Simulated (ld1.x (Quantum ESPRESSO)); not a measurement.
Transferability test, PAW potential for B

ld1.x (Quantum ESPRESSO) 7.5 input, shortened:

```
&input
   title='B', zed=5., rel=1, dft='PBE', iswitch=3,
   config='[He] 2s2 2p1 3d-2'
 /
 &inputp
   pseudotype=3, lpaw=.true., tm=.true., lloc=-1, rcloc=1.70,
   nlcc=.true., new_core_ps=.true.,
   which_augfun='PSQ', rmatch_augfun_nc=.true.
 /
6
2S  1  0   2.00   0.00  1.20  1.55  0.0
2S  1  0   0.00   1.55  1.20  1.55  0.0
2P  2  1   1.00   0.00  1.50  1.85  0.0
2P  2  1   0.00   0.10  1.50  1.85  0.0
3D  3  2  -2.00   0.05  1.85  2.00  0.0
3D  3  2  -2.00   1.15  1.85  2.00  0.0
 &test
   configts(1)='2s2 2p1'
 /
```

Energies are relative to the spin-unpolarised reference configuration 2s2 2p1; without spin polarisation the order of configurations can differ from experiment. Not all tests gave a result: test run stopped at test 6 of 7 (negative rho).

**Question.** Give the all-electron excitation energy and the error of the potential for: 2s2 2p0; 2s1 2p0; 2s2 2p0.5; 2s1 2p1; 2s0 2p3.

**Answer.**

```csv
valence configuration,charge,ΔE all-electron (eV),error AE − PS (meV)
2s2 2p0,+1,8.220,-0.2
2s1 2p0,+2,33.642,-4.5
2s2 2p0.5,+0.5,2.887,+0.6
2s1 2p1,+1,14.361,+6.4
2s0 2p3,0,11.721,+1.2
```
